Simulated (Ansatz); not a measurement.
```yaml
crystal:
  periodic: [false, false, false]
  atoms:
    - {symbol: F, position_ang: [-1.598961, 0.365945, 0.334064]}
    - {symbol: C, position_ang: [-1.026722, -0.933337, 0.387464]}
    - {symbol: Si, position_ang: [0.822842, -0.761842, -0.088046]}
    - {symbol: In, position_ang: [0.660835, 1.784840, -0.423877]}
    - {symbol: H, position_ang: [-1.599595, -1.553985, -0.304359]}
    - {symbol: H, position_ang: [-1.183672, -1.300598, 1.403595]}
    - {symbol: H, position_ang: [1.667556, -1.270991, 1.028527]}
    - {symbol: H, position_ang: [1.105988, -1.610713, -1.279156]}
    - {symbol: H, position_ang: [0.924815, 2.851717, 0.907317]}
    - {symbol: H, position_ang: [0.226924, 2.428965, -1.965538]}
basis:
  gaussian: {orbitals: def2-SVPD, fitting: {mean_field: cc-pVTZ-jkfit}}
total_charge: -1
magnetization: {spin_polarized: true, initial_magnetization: 1}
hamiltonian: {xc: {name: r2SCANh}}
output: {forces: true}
```

```sh
$ ansatz run in.yaml --threads 4 --pin off --events-out ev --progress --plain --max-ram 10444MiB
```

Task: How does Ansatz answer? (Best estimate.)

Result: Ansatz gave: The input was rejected before any iteration.
```
Functional definition: r2SCANh
Error: <dir> the basis set cc-pVTZ-JKFIT has no functions for In
```
